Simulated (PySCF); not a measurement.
**Molecular orbitals of CsB**

MN15 at R = 3.089 Å; PySCF, scalar-relativistic core potentials, basis sets Cs def2-TZVPP with ECP46, B def2-TZVPP. State: ³Π (triplet), unpaired electrons σ ↑, π ↑. Only the outer orbitals are listed, counted within each symmetry, core potentials removing the inner ones.

```
spin  orbital  occ.  ε (eV)  on Cs (%)           main shells (%)
   α       2σ     1  -30.17        100                  100 Cs s
   α       3σ     1  -15.58         97                   97 Cs p
   α       1π     1  -15.57        100                  100 Cs p
   α       1π     1  -15.54        100                  100 Cs p
   α       4σ     1   -9.40          5                    95 B s
   α       2π     1   -3.48         12            87 B p, 9 Cs d
   α       5σ     1   -3.44         25           74 B p, 19 Cs s
   α       6σ     0   -0.85         87  76 Cs s, 15 B p, 10 Cs p
   α       2π     0   -0.47         30  70 B p, 20 Cs d, 10 Cs p
   α       3π     0    0.28        100          72 Cs p, 28 Cs d
   β       2σ     1  -30.10        100                  100 Cs s
   β       1π     1  -15.57        100                  100 Cs p
   β       1π     1  -15.51        100                  100 Cs p
   β       3σ     1  -15.34         98                   98 Cs p
   β       4σ     1   -7.68          0                   100 B s
   β       5σ     0   -0.10         85  73 Cs s, 13 B p, 11 Cs p
   β       2π     0   -0.05         30   70 B p, 21 Cs d, 9 Cs p
   β       2π     0    0.39         37  62 B p, 26 Cs d, 11 Cs p
```

Task: Which are the highest filled and the lowest empty level, where do they sit, and how wide is the gap?

Result: Highest filled α 5σ at -3.44 eV (in %: 74 B p, 19 Cs s); lowest empty α 6σ at -0.85 eV (in %: 76 Cs s, 15 B p, 10 Cs p); the gap at MN15 is 2.59 eV.

| Item | Value |
| --- | --- |
| bond order (Mayer) | 0.60 |
| ⟨S²⟩ | 2.004 |
| charge on Cs (Mulliken, basis-dependent) | 0.64 |
| charge on Cs (Löwdin, basis-dependent) | 0.44 |
| dipole moment (positive dipole means Cs(−)B(+)) | -8.39 D |

Spin–orbit coupling is left out. The state was picked by a PBE0 search and need not be the measured ground state.
